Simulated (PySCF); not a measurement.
Copper: a sound run and one with changed settings

Sound run: Cu [Ar] 3d10 4s1, Cu⁺ [Ar] 3d10. Calculation: PySCF 2.14, in x2c-SVPall; the spin-free X2C one-electron Hamiltonian (Gaussian nucleus). The sound run starts from symmetry-adapted Hartree-Fock orbitals and uses a fine grid where one is needed.

Changed run: radial step 1.2 in ln r (0.13 in the sound run). This setting is unsound on purpose.

```json
{"species": "Cu", "method": "UHF", "sound run (hartree)": "-1652.84070", "changed run (hartree)": "-1652.84070", "converged": "yes"}
{"species": "Cu", "method": "PBE", "sound run (hartree)": "-1654.22192", "changed run (hartree)": "-1653.19029", "converged": "yes"}
{"species": "Cu", "method": "LDA", "sound run (hartree)": "-1651.59065", "changed run (hartree)": "-1649.93451", "converged": "yes"}
{"species": "Cu⁺", "method": "UHF", "sound run (hartree)": "-1652.59959", "changed run (hartree)": "-1652.59959", "converged": "yes"}
{"species": "Cu⁺", "method": "PBE", "sound run (hartree)": "-1653.91848", "changed run (hartree)": "-1652.89978", "converged": "yes"}
{"species": "Cu⁺", "method": "LDA", "sound run (hartree)": "-1651.27852", "changed run (hartree)": "-1649.64584", "converged": "yes"}
```

Ionisation energy of Cu:

| method | sound run (eV) | changed run (eV) |
| --- | --- | --- |
| UHF | 6.561 | 6.561 |
| PBE | 8.257 | 7.905 |
| LDA | 8.493 | 7.855 |

A coarse radial grid mis-integrates the density and the exchange-correlation energy, with errors of either sign; Hartree-Fock needs no grid.

For comparison, NIST gives 7.726 eV between the lowest levels.
